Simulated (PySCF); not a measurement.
A small calculation by hand: dipole moment from atomic charges

In(Cl)(OH)(NH2) (ClH3InNO), SMILES [NH2][In]([OH])[Cl]. Atoms are numbered in the order given.

```xyz
7

In     0.2430     0.1268     0.0561
Cl    -1.7382    -1.0470    -0.5260
O      0.4307     1.9812    -0.7088
H     -0.3262     2.1460    -1.3055
N      1.5061    -0.6316     1.4842
H      2.4755    -0.3251     1.3211
H      1.5066    -1.6607     1.4591
```
Charge 0, spin multiplicity 1.

The structure is a stationary point at PBE-D3(BJ)/def2-SVP. The def2 effective core potentials stand for the cores of In; spin–orbit coupling is left out. One conformer was computed; it need not be the lowest.

Charges (e) from PySCF with HF/def2-TZVP:

```csv
atom,Mulliken,ESP fit
In1,1.267,1.137
Cl2,-0.486,-0.415
O3,-0.802,-0.765
H4,0.338,0.343
N5,-0.824,-0.898
H6,0.253,0.325
H7,0.254,0.274
```

The dipole moment of the full density is 2.08 D.

Question: What dipole moment does each set of point charges give, and which comes closer to that of the density?

Answer: 
μ = Σ q r, and 1 e Å = 4.8032 D.
Mulliken: Σ q r = (0.465, -0.178, -0.064) e Å, |μ| = 2.41 D.
ESP fit: Σ q r = (0.421, -0.194, -0.127) e Å, |μ| = 2.31 D.
ESP fit comes closer in size. Point charges leave out the atoms' own dipoles (lone pairs, polarised bonds); fits to the potential absorb them, partitions of the density don't.
